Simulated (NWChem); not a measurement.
All runs are NWChem calculations. System: H2BO3 (-1), charge -1, spin multiplicity 1, at a geometry optimised with PBE/def2-SVP. The structure started from a generated list of species. Level: MP2/def2-SVPD, 4 core orbitals frozen.

The NWChem input:

```
start mol
memory heap 200 mb stack 800 mb global 1000 mb
charge -1
geometry units angstroms nocenter noautoz
  O      0.000000     0.000000    -1.502063
  B      0.000000     0.000000    -0.217502
  O     -0.048123     1.206288     0.633154
  O      0.048123    -1.206288     0.633154
  H      0.348462     0.954011     1.486775
  H     -0.348462    -0.954011     1.486775
  symmetry group C2
end
basis spherical
  * library def2-svpd
end
scf
  rhf
  nopen 0
  maxiter 100
  thresh 1e-7
  semidirect memsize 60000000 filesize 0
end
mp2
  freeze core 4
end
task mp2 energy
```

Part of the output:

```
             Northwest Computational Chemistry Package (NWChem) 7.3.0
             --------------------------------------------------------

                                NWChem Input Module
                                -------------------

 Scaling coordinates for geometry "geometry" by  1.889725989
 (inverse scale =  0.529177249)

 Turning off AUTOSYM since
 SYMMETRY directive was detected!

                             Geometry "geometry" -> ""
                             -------------------------

 Output coordinates in angstroms (scale by  1.889725989 to convert to a.u.)

  No.       Tag          Charge          X              Y              Z
 ---- ---------------- ---------- -------------- -------------- --------------
    1 O                    8.0000     0.00000000     0.00000000    -1.50206300
    2 B                    5.0000     0.00000000     0.00000000    -0.21750200
    3 O                    8.0000    -0.04812300     1.20628800     0.63315400
    4 O                    8.0000     0.04812300    -1.20628800     0.63315400
    5 H                    1.0000     0.34846200     0.95401100     1.48677500
    6 H                    1.0000    -0.34846200    -0.95401100     1.48677500

 Effective nuclear repulsion energy (a.u.)     104.6980653246

            Nuclear Dipole moment (a.u.)
            ----------------------------
        X                 Y               Z
 ---------------- ---------------- ----------------
     0.0000000000     0.0000000000     0.0000000000

      Symmetry information
      --------------------

 Group name             C2
 Group number              4
 Group order               2
 No. of unique centers     4

      Symmetry unique atoms

     1    2    3    5


 Summary of "ao basis" -> "" (spherical)
 ------------------------------------------------------------------------------
       Tag                 Description            Shells   Functions and Types
 ---------------- ------------------------------  ------  ---------------------
 *                         def2-svpd                  on all atoms

 Summary of "ao basis" -> "ao basis" (spherical)
 ------------------------------------------------------------------------------
       Tag                 Description            Shells   Functions and Types
 ---------------- ------------------------------  ------  ---------------------
 O                         def2-svpd                 9       23   4s3p2d
 B                         def2-svpd                 8       20   4s2p2d
 H                         def2-svpd                 4        8   2s2p

                                 NWChem SCF Module
                                 -----------------

  ao basis        = "ao basis"
  functions       =   105
  atoms           =     6
  closed shells   =    16
  open shells     =     0
  charge          =  -1.00
  wavefunction    = RHF
  use symmetry    = T
  symmetry adapt  = T

 Summary of "ao basis" -> "ao basis" (spherical)
 ------------------------------------------------------------------------------
       Tag                 Description            Shells   Functions and Types
 ---------------- ------------------------------  ------  ---------------------
 O                         def2-svpd                 9       23   4s3p2d
 B                         def2-svpd                 8       20   4s2p2d
 H                         def2-svpd                 4        8   2s2p

      Symmetry analysis of basis
      --------------------------

        a          56
        b          49

 Forming initial guess at       0.1s

      Superposition of Atomic Density Guess
      -------------------------------------

 Sum of atomic energies:        -249.58555393

 Renormalizing density from      31.00 to     32

      Non-variational initial energy
      ------------------------------

 Total energy =    -255.572674
 1-e energy   =    -567.324063
 2-e energy   =     207.053323
 HOMO         =      -0.097418
 LUMO         =       0.196882

      Symmetry analysis of molecular orbitals - initial
      -------------------------------------------------

  Numbering of irreducible representations:

     1 a           2 b

  Orbital symmetries:

     1 a           2 a           3 b           4 a           5 a
     6 b           7 a           8 a           9 b          10 a
    11 b          12 a          13 b          14 a          15 b
    16 b          17 a          18 a          19 b          20 b
    21 a          22 b          23 a          24 a          25 b
    26 b

 Starting SCF solution at       1.2s

 ----------------------------------------------
         Quadratically convergent ROHF

 Convergence threshold     :          1.000E-07
 Maximum no. of iterations :          100
 Final Fock-matrix accuracy:          1.000E-09
 ----------------------------------------------

              iter       energy          gnorm     gmax       time
             ----- ------------------- --------- --------- --------
                 1     -250.3046972451  1.22D+00  2.98D-01      1.3
                 2     -250.3945719618  3.70D-01  9.42D-02      1.6
                 3     -250.4045529864  2.95D-02  5.92D-03      2.0
                 4     -250.4046826810  6.35D-04  1.59D-04      2.8
                 5     -250.4046827336  1.94D-07  3.16D-08      4.1
                 6     -250.4046827336  7.63D-09  1.59D-09      4.8

       Final RHF  results
       ------------------

         Total SCF energy =   -250.404682733562
      One-electron energy =   -560.815149840605
      Two-electron energy =    205.712401782464
 Nuclear repulsion energy =    104.698065324580

        Time for solution =      3.6s

       Symmetry analysis of molecular orbitals - final
       -----------------------------------------------

  Numbering of irreducible representations:

     1 a           2 b

  Orbital symmetries:

     1 b           2 a           3 a           4 a           5 a
     6 b           7 a           8 a           9 b          10 a
    11 b          12 a          13 b          14 a          15 b
    16 b          17 a          18 a          19 b          20 b
    21 a          22 b          23 a          24 a          25 b
    26 a

             Final eigenvalues
             -----------------

              1
    1  -20.3634
    2  -20.3634
    3  -20.2375
    4   -7.4230
    5   -1.1440
    6   -1.0935
    7   -0.9816
    8   -0.5078
    9   -0.4892
   10   -0.4281
   11   -0.3661
   12   -0.3165
   13   -0.3066
   14   -0.2924
   15   -0.1949
   16   -0.1871
   17    0.1992
   18    0.2552
   19    0.2746
   20    0.3010
   21    0.3169
   22    0.3268
   23    0.3431
   24    0.3518
   25    0.3826
   26    0.4014

                       ROHF Final Molecular Orbital Analysis
                       -------------------------------------

 Vector   14  Occ=2.000000D+00  E=-2.924301D-01  Symmetry=a
              MO Center= -1.7D-15,  1.1D-13, -1.7D-01, r^2= 2.8D+00
   Bfn.  Coefficient  Atom+Function         Bfn.  Coefficient  Atom+Function
  ----- ------------  ---------------      ----- ------------  ---------------
     7      0.345984  1 O  pz                48     -0.314655  3 O  px
    71      0.314655  4 O  px                51     -0.243122  3 O  px
    74      0.243122  4 O  px                30      0.221716  2 B  pz
     3     -0.172047  1 O  s                 10      0.166296  1 O  pz

 Vector   15  Occ=2.000000D+00  E=-1.948811D-01  Symmetry=b
              MO Center=  5.0D-13,  1.7D-13, -1.2D+00, r^2= 1.4D+00
   Bfn.  Coefficient  Atom+Function         Bfn.  Coefficient  Atom+Function
  ----- ------------  ---------------      ----- ------------  ---------------
     5      0.503562  1 O  px                 8      0.377840  1 O  px
    28     -0.180255  2 B  px                 6     -0.176333  1 O  py

 Vector   16  Occ=2.000000D+00  E=-1.871403D-01  Symmetry=b
              MO Center= -9.0D-16,  5.5D-15, -1.2D+00, r^2= 1.3D+00
   Bfn.  Coefficient  Atom+Function         Bfn.  Coefficient  Atom+Function
  ----- ------------  ---------------      ----- ------------  ---------------
     6      0.548060  1 O  py                 9      0.406637  1 O  py
     5      0.157733  1 O  px

 Vector   17  Occ=0.000000D+00  E= 1.992323D-01  Symmetry=a
              MO Center= -7.1D-15, -8.2D-15,  1.1D+00, r^2= 1.2D+01
   Bfn.  Coefficient  Atom+Function         Bfn.  Coefficient  Atom+Function
  ----- ------------  ---------------      ----- ------------  ---------------
    27      5.200440  2 B  s                 26      4.852941  2 B  s
     4     -3.734167  1 O  s                 47     -3.131332  3 O  s
    70     -3.131332  4 O  s                 56      1.019023  3 O  pz
    79      1.019023  4 O  pz                43     -0.548266  2 B  d  2
    55      0.527515  3 O  py                78     -0.527515  4 O  py

 Vector   18  Occ=0.000000D+00  E= 2.552011D-01  Symmetry=a
              MO Center=  3.0D-16, -1.6D-16,  1.4D-01, r^2= 1.4D+01
   Bfn.  Coefficient  Atom+Function         Bfn.  Coefficient  Atom+Function
  ----- ------------  ---------------      ----- ------------  ---------------
     4     10.576681  1 O  s                 27     -5.352569  2 B  s
    26     -3.570063  2 B  s                 41     -2.856589  2 B  d  0
    33      2.693538  2 B  pz                56      2.465292  3 O  pz
    79      2.465292  4 O  pz                13      1.967960  1 O  pz
    91     -1.157061  5 H  s                 99     -1.157061  6 H  s

 Vector   19  Occ=0.000000D+00  E= 2.745509D-01  Symmetry=b
              MO Center=  7.8D-13,  7.5D-14,  1.8D+00, r^2= 1.1D+01
   Bfn.  Coefficient  Atom+Function         Bfn.  Coefficient  Atom+Function
  ----- ------------  ---------------      ----- ------------  ---------------
    47      1.656378  3 O  s                 70     -1.656378  4 O  s
    55     -1.541834  3 O  py                78     -1.541834  4 O  py
    56     -1.281552  3 O  pz                79      1.281552  4 O  pz
    32     -1.166234  2 B  py                91      1.033610  5 H  s
    99     -1.033610  6 H  s                 12     -0.635057  1 O  py

 center of mass
 --------------
 x =   0.00000000 y =   0.00000000 z =  -0.09814511

 moments of inertia (a.u.)
 ------------------
         364.632628547627           4.238637545612           0.000000000000
           4.238637545612         192.989231606960           0.000000000000
           0.000000000000           0.000000000000         173.920554729057

  Mulliken analysis of the total density
  --------------------------------------

    Atom       Charge   Shell Charges
 -----------   ------   -------------------------------------------------------
    1 O    8     9.03   1.99  1.05  0.73  0.31  2.81  1.88  0.25  0.01  0.01
    2 B    5     3.75   1.99  0.70 -0.45 -0.08  1.43 -0.19  0.26  0.08
    3 O    8     8.77   1.99  1.06  0.70  0.15  2.83  1.86  0.18  0.01  0.00
    4 O    8     8.77   1.99  1.06  0.70  0.15  2.83  1.86  0.18  0.01  0.00
    5 H    1     0.84   0.71  0.04  0.07  0.03
    6 H    1     0.84   0.71  0.04  0.07  0.03

       Multipole analysis of the density wrt the origin
       ------------------------------------------------

     L   x y z        total         open         nuclear
     -   - - -        -----         ----         -------
     0   0 0 0     -1.000000      0.000000     31.000000

     1   1 0 0     -0.000000      0.000000      0.000000
     1   0 1 0     -0.000000      0.000000      0.000000
     1   0 0 1      2.384606      0.000000      0.000000

     2   2 0 0    -18.481825      0.000000      0.999558
     2   1 1 0      1.084179      0.000000     -0.942511
     2   1 0 1      0.000000      0.000000      0.000000
     2   0 2 0    -25.372826      0.000000     89.642163
     2   0 1 1      0.000000      0.000000      0.000000
     2   0 0 2    -23.604967      0.000000    103.993768

                   NWChem MP2 Semi-direct Energy/Gradient Module
                   ---------------------------------------------

  Basis functions       =    105
  Molecular orbitals    =    105
  Frozen core           =      4
  Frozen virtuals       =      0
  Active alpha occupied =     12
  Active beta occupied  =     12
  Active alpha virtual  =     89
  Active beta virtual   =     89
  Use MO symmetry       = T
  Use skeleton AO sym   = T

  AO/Fock/Back tols     =   1.0D-09  1.0D-09  1.0D-09

 GA uses MA = F    GA memory limited = T

 Available:
  local mem=  1.15D+08
 global mem=  1.31D+08
 local disk=  0.00D+00
  mp2_memr nvloc                    89
  nvloc new                    89
   1 passes of  12:        3145728                      49725                  20193875.
   1 passes of  12: M    114684629           G      131049950           F     111538901.

 Semi-direct pass number   1 of   1  for RHF alpha+beta  at        4.9s
  vrange nnbf                  5556
  mp2_eaftype                    77  avail_ma_in_mb                   999
 EAF : mp2_eaftype filesize          77   10096938.
  mp2_eaf for mointskh                     77
Node 0 wrote     47.5 Mb in      0.0 s     Agg I/O rate:  1736.2 Mb/s
 Done moints_semi at        9.4s
  mp2_eaftype                    77  avail_ma_in_mb                   922
 EAF : mp2_eaftype filesize          77   10096938.
  mp2_eaf for kh                    77
 Done maket at        9.9s
 Done multipass loop at        9.9s

          -------------------------------------------
          SCF energy                -250.404682733562
          Correlation energy          -0.694233438012
          Singlet pairs               -0.409561596661
          Triplet pairs               -0.284671841351
          Total MP2 energy          -251.098916171574
          -------------------------------------------

          ---------------------------------------------------
                    Spin Component Scaled (SCS) MP2
          Same spin pairs                     -0.189781227567
          Same spin scaling factor             0.333333333333
          Opposite spin pairs                 -0.504452210445
          Opposite spin scaling fact.          1.200000000000
          SCS-MP2 correlation energy          -0.668603061723
          Total SCS-MP2 energy              -251.073285795284
          ---------------------------------------------------

 -----------------------
 Performance information
 -----------------------

 Timer overhead =  1.95D-07 seconds/call

               Nr. of calls         CPU time (s)                 Wall time (s)                GFlops
             ---------------    -------------------     ------------------------------   -------------------
Name         Min   Avg   Max    Min     Avg     Max     Min     Avg     Max   Mx/calls   Min     Max     Sum
mp2: moin     1     1     1    4.6     4.6     4.6      4.6     4.6     4.6     4.6      0.0     0.0     0.0
mp2: make     1     1     1   0.41    0.41    0.41     0.41    0.41    0.41    0.41      0.0     0.0     0.0
mp2: tota     1     1     1    5.0     5.0     5.0      5.0     5.0     5.0     5.0      0.0     0.0     0.0

 The average no. of pstat calls per process was 3.00D+00
 with a timing overhead of 5.86D-07s

 Task  times  cpu:        9.8s     wall:        9.8s

 Total times  cpu:        9.9s     wall:        9.9s
```
